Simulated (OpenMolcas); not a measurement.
# Mn2+, Tc2+, Re2+: d5 down the group

```json
{
 "Program": "OpenMolcas 26.06",
 "Method": "CASSCF",
 "Basis": "ANO-RCC-VTZP",
 "Scalar Hamiltonian": "DKH2, point nucleus",
 "Spin-orbit coupling": "state interaction with AMFI integrals over the reference wave functions, term energies averaged over their components"
}
```

Active space for each ion: 5 electrons in 5 orbitals (d).

Computed levels in cm-1 above 6S 5/2:

```csv
Level,Mn2+,Tc2+,Re2+
4G 7/2,32382,24636,22846
4G 11/2,32386,24669,23306
4G 9/2,32390,24708,23806
4P 3/2,37332,28201,24513
4P 1/2,37377,28592,26466
4D 7/2,40323,30357,28744
4D 1/2,40366,30766,31479
4D 3/2,40400,31066,32435
4D 5/2,40409,31092,31065
weight of 6S in the lowest level (%),100,100,94
```

Mixed levels, with the weight of the term that names them: Re2+ 4P 3/2 (53 %), Re2+ 4P 1/2 (69 %), Re2+ 4D 1/2 (72 %), Re2+ 4D 3/2 (51 %), Re2+ 4D 5/2 (50 %).

Measured, with the error of the calculation in %. Measured levels: Mn2+ from Corliss and Sugar, J. Phys. Chem. Ref. Data 6, 1253 (1977); Re2+ from the list in Brasseur, Gamrath and Quinet, At. Data Nucl. Data Tables 157, 101636 (2024).

```csv
Level,Mn2+,Re2+
4G 7/2,26860 (+20.6),16890 (+35.3)
4G 11/2,26824 (+20.7),18020 (+29.3)
4G 9/2,26851 (+20.6),18346 (+29.8)
4D 7/2,32307 (+24.8),20453 (+40.5)
4D 1/2,32369 (+24.7),
4D 5/2,32384 (+24.8),
```

Without spin-orbit coupling 4G lies 32385, 24658, 23216 cm-1 above 6S in that order; the difference to the level 4G 7/2, of either sign, comes from spin-orbit coupling, which also lowers the zero.

Without dynamic correlation excited terms often stand tens of per cent too high (terms of higher spin than the ground term too low), and those without a measured partner can miss by more than the paired ones. Terms from blocks run as CI alone lack orbitals of their own. Levels of configurations with an s electron are missing; early in the row they begin among the upper levels of the d shell and mix with terms of their name (holds for Tc2+). Configurations with an s electron lie low in 5d ions of this charge, fall among these levels and mix in, so low-spin terms can stand far too high, up to twice their true height, and weights are not those of the real levels (holds for Re2+). Some levels mix across a computed gap that differs much from the measured one, so their mixing is not that of the real levels (holds for Re2+). Measured partners are found by configuration, term and J. A level has none where our copy of the source lacks it or the pairing is in doubt (some pairs that miss far off the trend of their configuration count as doubtful), and it then counts in no deviation. Levels of configurations outside the active space are missing.
